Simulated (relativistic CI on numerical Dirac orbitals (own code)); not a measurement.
# Rb VIII: sensitivity of the levels to the model

Base calculation: Dirac-Coulomb-Breit CI, orbitals from a KLI potential per configuration, model QED (radiative potential, 1s self-energy scaled to tabulated hydrogen-like ionisation energies), unscaled Slater integrals.

Configuration list (outside the closed core [Ar] 3d10): 4s², 4s4p, 4p², 4s4d, 4d², 4s4f, 4p4d, 4p5s, 4s5s, 4f², 4p4f, 4s5p, 4s5d, 4d5s, 4s6s, 4d4f. Levels of other configurations are missing.

The lowest level and the first level of each name with at least 55 % of one term (blank where a level has no safe partner in the second run):

```tsv
Level	Base (cm⁻¹)	Shift (cm⁻¹)
4s² ¹S0	0	0
4s4p ³P°0	127371	-3703
4s4p ³P°1	130739	-7071
4s4p ³P°2	138775	-15107
4s4p ¹P°1	193592	-12467
4p² ³P0	304668	-14260
4p² ¹D2	309455	-19777
4p² ³P1	310245	-19837
4p² ³P2	320605	-30197
4p² ¹S0	362868	-25465
4s4d ³D1	392777	-16170
4s4d ³D2	393357	-16751
4s4d ³D3	394265	-17658
4s4d ¹D2	430948	-17835
4s5s ³S1	519076	-9589
4p4d ³F°2	529159	-21984
4s5s ¹S0	532946	-9719
4p4d ³F°3	533960	-26785
4p4d ³F°4	540122	-32947
4p4d ¹D°2	544013	-29281
4p4d ³P°2	560716	-26392
4p4d ³P°0	566177	-31853
```

At this charge configurations can still be misplaced by up to about 7 % of their energy. 18 of the 21 excited levels that our extract of the measured tables holds in this range could be paired (the sources list more); they are missed by 2914 cm⁻¹ on average and 4027 at most, and levels without a partner can miss by more.

Task: One thing was changed in a second run, which moved the levels as shown. Which?
A. non-relativistic limit
B. one mean potential for all configurations
C. Breit term removed
D. QED terms removed
E. configuration mixing switched off

Result: A. Non-relativistic limit. Without relativity the fine structure collapses and s electrons lose their extra binding.

LS names give the leading component of a level, which can be under half, so a name can repeat, a term be missing and a line seem to break the LS rules.
